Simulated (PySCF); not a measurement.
# O- (oxygen, charge -1) across methods

[He] 2s2 2p5, 2P determinant. All numbers are calculated (PySCF 2.14, the non-relativistic Hamiltonian (point nucleus), in def2-TZVPPD (6s4p3d1f, 40 functions)). The B2PLYP total includes its PT2 part (frozen core); its orbital energies are those of the SCF part.

```csv
method,E (hartree),mean ε 2s β (eV),mean ε 2p α (eV),mean ε 2p β (eV),Σ⟨r²⟩ (bohr²),⟨S²⟩
UHF,-74.79493,-19.838,-4.798,-2.164,19.13,0.771
LDA,-74.6021,-11.476,1.076,2.371,22.01,0.760
HSE06,-75.0782,-13.296,0.191,1.591,20.79,0.757
PBE0,-75.0702,-13.746,-0.224,1.200,20.81,0.758
PBE,-75.0759,-11.489,1.283,2.456,22.02,0.756
r2SCAN,-75.1148,-12.003,0.993,2.346,21.14,0.761
PW91,-75.1315,-11.490,1.260,2.431,21.87,0.756
BLYP,-75.1532,-11.429,1.327,2.450,22.18,0.757
```

Question: Estimate the same row for B2PLYP.

Answer: E (hartree) = -75.1073; mean ε 2s β (eV) = -16.060; mean ε 2p α (eV) = -1.869; mean ε 2p β (eV) = -0.113; Σ⟨r²⟩ (bohr²) = 20.15; ⟨S²⟩ = 0.761.

The highest occupied level is positive at LDA, HSE06, PBE0, PBE, r2SCAN, PW91, BLYP: only the finite basis holds that electron, which in a density functional comes from self-interaction.
